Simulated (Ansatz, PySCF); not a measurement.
The pair A = C2H4 (SMILES C=C) (first 6 atoms), B = C2H6O (SMILES COC); geometry from B3LYP-D3(BJ)/def2-TZVP.
(charge 0, multiplicity 1):
```xyz
15

C      0.518    -0.504     0.288
C     -0.398     0.437     0.469
H      0.860    -0.790    -0.700
H      0.967    -1.029     1.123
H     -0.735     0.719     1.459
H     -0.842     0.958    -0.371
C      0.704     0.765     4.145
O     -0.654     0.485     3.886
C     -0.966    -0.882     4.042
H      1.364     0.220     3.459
H      0.976     0.501     5.176
H      0.850     1.834     4.001
H     -0.385    -1.507     3.351
H     -2.025    -1.002     3.821
H     -0.771    -1.221     5.067
```

Correlated levels freeze the cores.

The values were computed with Ansatz (Gaussian basis) for Hartree–Fock, density functionals and correlated methods; PySCF for the dispersion terms. Each number belongs to the level named beside it.

The monomers are drawn apart, rigid, along the line of their centres of mass. Counterpoise-corrected interaction energies (kcal/mol):

```tsv
level	R = 4.646 Å	R = 5.621 Å
PBE/def2-TZVPPD	-0.4919	-0.1413
PBE-D3(BJ)/def2-TZVPPD	-1.0341	-0.3284
wB97M-V/def2-TZVPPD	-0.8227	-0.2937
CCSD(T)/aug-cc-pVDZ	-0.8099	-0.2740
```

Q: R is the distance of the centres of mass. Find the local exponent m of E ∝ R⁻ᵐ between the two points.

A: 
m = ln(E₁/E₂)/ln(R₂/R₁): PBE/def2-TZVPPD 6.5; PBE-D3(BJ)/def2-TZVPPD 6.0; wB97M-V/def2-TZVPPD 5.4; CCSD(T)/aug-cc-pVDZ 5.7. For scale, two fixed dipoles give m = 3, dipole and quadrupole 4, quadrupoles 5, and dispersion or dipole-induced dipole 6 at long range; at these distances several terms mix, and what is left of overlap and damping shifts m, so it need not match one of them.

Ansatz is an electronic-structure program.
